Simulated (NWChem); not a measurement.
sulfur trioxide (SO3); SMILES O=S(=O)=O

```xyz
4

O     -1.0192    -1.0192     0.0000
S      0.0000     0.0000     0.0000
O     -0.3731     1.3923     0.0000
O      1.3923    -0.3731     0.0000
```
Atoms are numbered in this order, from 1.

All runs use the structure optimised with PBE0/def2-SVP.

 Unshifted, non-relativistic core excitations; the lowest 4 roots alone, so stronger bands may lie above.

Problem. List the first S K-edge excitations from BHandHLYP/cc-pVTZ, restricted-window TDA (NWChem).

Solution. 
| state | energy (eV) | dipole oscillator strength | leading excitation (squared amplitude) |
|---|---|---|---|
| S1 | 2450.1 | 0.0084 | 1s of atom 2 or its equivalents → LUMO (0.97) |
| S2 | 2451.1 | 0.0000 | 1s of atom 2 or its equivalents → LUMO+1 (0.97) |
| S3 | 2457.8 | 0.0081 | 1s of atom 2 or its equivalents → LUMO+2 (0.65) |
| S4 | 2457.8 | 0.0081 | 1s of atom 2 or its equivalents → LUMO+3 (0.65) |
